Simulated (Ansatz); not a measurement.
`[NH2][In]([F])[CH]=O` and `[CH3][In]([NH2])[CH]=O` differ in one atom or group.

Ansatz, PBE0-D4/def2-TZVP geometries, multiplicity 1. Each molecule was computed in one conformer, which needn't be the lowest.

Elements past krypton have def2 core potentials.

```json
{"property": "HOMO–LUMO gap (ωB97M-V/def2-TZVPP) / eV", "`[NH2][In]([F])[CH]=O`": "8.94"}
{"property": "LUMO energy (PBE/def2-TZVPP) / eV", "`[NH2][In]([F])[CH]=O`": "-3.37"}
{"property": "HOMO–LUMO gap (B3LYP/def2-TZVPP) / eV", "`[NH2][In]([F])[CH]=O`": "4.34"}
{"property": "HOMO energy (PBE0/def2-TZVPP) / eV", "`[NH2][In]([F])[CH]=O`": "-7.14"}
{"property": "HOMO energy (ωB97M-V/def2-TZVPP) / eV", "`[NH2][In]([F])[CH]=O`": "-9.31"}
{"property": "HOMO–LUMO gap (PBE/def2-TZVPP) / eV", "`[NH2][In]([F])[CH]=O`": "2.49"}
```

Task: What does the change do to each property? (Estimate.)

Result: Computed: 
| property | `[CH3][In]([NH2])[CH]=O` | shift |
| --- | --- | --- |
| HOMO–LUMO gap (ωB97M-V/def2-TZVPP) / eV | 8.52 | -0.42 |
| LUMO energy (PBE/def2-TZVPP) / eV | -2.70 | 0.67 |
| HOMO–LUMO gap (B3LYP/def2-TZVPP) / eV | 4.04 | -0.30 |
| HOMO energy (PBE0/def2-TZVPP) / eV | -6.21 | 0.93 |
| HOMO energy (ωB97M-V/def2-TZVPP) / eV | -8.40 | 0.91 |
| HOMO–LUMO gap (PBE/def2-TZVPP) / eV | 2.24 | -0.25 |

With PBE0 the HOMO rises by 0.93 eV and the LUMO rises by 0.62 eV, so the gap narrows by about 0.31 eV. PBE moves the HOMO by 0.92 eV and ωB97M-V by 0.91 eV.

Positive LUMOs are unbound, so they and the gaps depend on the basis.

B3LYP here is the variant with VWN-RPA as its local correlation; programs differ in this.
